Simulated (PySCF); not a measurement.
CuH, SMILES [CuH] (connectivity only; charge and spin as stated), neutral, multiplicity 1.

The structure is a stationary point at PBE0-D3(BJ)/def2-TZVPD. The spin state was assumed, not searched.

The numbers are results of TDDFT-PBE0/def2-TZVPD in PySCF, not measurements.

Vertical excitations; the highest root listed may be one member of a degenerate set. The molecule is in vacuum. State labels are in the subgroup C2v.

Computed UV-visible absorptions:
| state | symmetry | energy (eV) | λ (nm) | f | main pairs |
|---|---|---|---|---|---|
| S1 | A1 | 3.12 | 397 | 0.042 | HOMO→LUMO 93 % |
| S2 | A2 | 3.58 | 346 | 0.000 | HOMO−1→LUMO (degenerate set) |
| S3 | A1 | 3.58 | 346 | 0.000 | HOMO−2→LUMO (degenerate set) |
| S4 | B2 | 3.74 | 332 | 0.002 | HOMO−3→LUMO (degenerate set) |
| S5 | B1 | 3.74 | 332 | 0.002 | HOMO−4→LUMO (degenerate set) |
| S6 | B1 | 5.44 | 228 | 0.186 | HOMO→LUMO+1 (degenerate set) |
| S7 | B2 | 5.44 | 228 | 0.186 | HOMO→LUMO+2 (degenerate set) |
| S8 | B2 | 5.99 | 207 | 0.000 | HOMO−2→LUMO+2, HOMO−1→LUMO+1 (degenerate set) |
| S9 | B1 | 5.99 | 207 | 0.000 | HOMO−2→LUMO+1, HOMO−1→LUMO+2 (degenerate set) |
| S10 | A1 | 6.14 | 202 | 0.020 | HOMO−5→LUMO 35 %, HOMO−4→LUMO+1 30 %, HOMO−3→LUMO+2 30 % |
| T1 | A1 | 2.28 | 543 | 0 | HOMO→LUMO 97 % |
| T2 | A2 | 3.31 | 374 | 0 | HOMO−1→LUMO (degenerate set) |
| T3 | A1 | 3.31 | 374 | 0 | HOMO−2→LUMO (degenerate set) |
| T4 | B2 | 3.36 | 369 | 0 | HOMO−3→LUMO 97 % |
Triplets are in the Tamm–Dancoff approximation, which puts them higher than full response would, so one can lie above its singlet here.
